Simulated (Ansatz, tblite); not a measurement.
Cost and result up the ladder for SiH2MeI (CH₅ISi) (8 atoms). Charge 0, multiplicity 1. Geometry: r2SCAN-D4/def2-TZVP.

```xyz
8

Si   -0.388    0.651   -0.366
H    -0.037    0.882   -1.788
H    -0.311    1.934    0.374
C     0.697   -0.650    0.405
H     1.743   -0.331    0.368
H     0.607   -1.598   -0.129
H     0.424   -0.816    1.448
I    -2.734   -0.071   -0.311
```

Ansatz on 4 threads of Intel Xeon on a shared host; xTB runs through tblite on one thread. Times are rough, summed over both states, and most runs start from the orbitals of an earlier one. PBE0-D4/def2-TZVP serves as the yardstick here, not as an exact answer. The other state is a triplet.

In the def2 sets I takes a core potential; there is no spin–orbit coupling. The xTB rows come from tblite. HOMO above LUMO, or a gap near zero within one spin, warns that the state may not be the lowest or that an electron is smeared out.

xTB has no spin-polarisation term.

```csv
level,functions,vertical triplet (eV),difference from PBE0-D4/def2-TZVP (eV),remarks
GFN2-xTB,27,5.91,0.51,–
GFN1-xTB,32,6.39,0.99,–
PBE-D4/def2-TZVP,148,5.19,-0.21,gap within one spin near zero (triplet)
PBE0-D4/def2-TZVP,148,5.40,0.00,–
r2SCAN-D4/def2-TZVP,148,5.36,-0.04,–
```

Problem. Estimate how long each takes.

Solution. GFN1-xTB 0.012 s; GFN2-xTB 0.016 s; PBE-D4/def2-TZVP 4.5 s; PBE0-D4/def2-TZVP 6.8 s; r2SCAN-D4/def2-TZVP 10 s. On shared hardware such times vary by a factor of up to 3.
